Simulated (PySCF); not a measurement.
C₂H₄BrIn, SMILES [CH](=C)[InH][Br].

The structure is a stationary point at PBE0-D3(BJ)/def2-SVP. The def2 effective core potentials stand for the cores of In; spin–orbit coupling is left out. One conformer was computed; it need not be the lowest.

Two levels are set side by side: TDA-PBE/def2-SVPD (PySCF) and TDA-ωB97X/def2-SVPD (PySCF). Vertical, same geometry. The lowest singlet is HOMO→LUMO 100 % with PBE and HOMO→LUMO 85 % with the other functional; states are paired by order. Differences are taken from unrounded values.

```tsv
quantity	TDA-ωB97X	TDA-PBE	TDA-PBE minus TDA-ωB97X
lowest singlet excitation (eV)	4.93	3.77	-1.16
lowest triplet excitation (TDA) (eV)	4.21	3.65	-0.56
first bright state (f over 0.05) (eV)	5.88	4.42	-1.46
its oscillator strength	0.07	0.05	-0.01
```

A lower first singlet is the usual sign of a functional without exact exchange. Differences between two approximate levels are no errors against the true value.

Rough cost on one machine, each run with all the roots and properties that it gave: TDA-ωB97X against TDA-PBE about 5 times.
